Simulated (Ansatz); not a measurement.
Isolated molecules relaxed with PBE0-D4/def2-TZVP in Ansatz; ΔE leaves out vibrations. CCSD(T)/CBS is the MP2 limit (def2-TZVPP, def2-QZVPP) plus CCSD(T) − MP2 in def2-TZVPP, frozen cores. This one scheme is used for every species. DFT in def2-TZVPP. Elements past krypton have def2 core potentials. For Te outer-core shells are correlated without core-valence functions, which leaves a few kJ/mol of doubt a bond. Each species was taken in one conformer, which may not be the lowest.

Reaction (substitution at a C–B bond): `NCB1C=N1` + H₂Te → `NC[TeH]` + `B1C=N1`

```json
{"level": "LDA (SPW92)", "ΔE (kJ/mol)": "45.7"}
{"level": "MP2/def2-QZVPP", "ΔE (kJ/mol)": "26.9"}
```

**Question.** What does CCSD(T)/CBS give? (Estimate.)

**Answer.** Computed: +30.3 kJ/mol. The listed levels differ from it by 15.4, -3.4 kJ/mol.

Largest T1 diagnostic among the species: 0.011.

At CCSD(T), def2-SVP lies +21.8 kJ/mol from the extrapolated value and def2-TZVPP +7.0 kJ/mol. Leaving LDA and LC-ωPBE aside and taking each functional with its dispersion term where it has one, the values, not all of them listed here, spread over 13.6 kJ/mol, from BLYP-D4 to B97M-V. LDA lies +7.2 kJ/mol from PBE without D4. In def2-TZVPP, CCSD(T) changes the Hartree–Fock value by −3.2 kJ/mol (the triples alone add −2.0 kJ/mol) and MP2 by −9.2 kJ/mol.
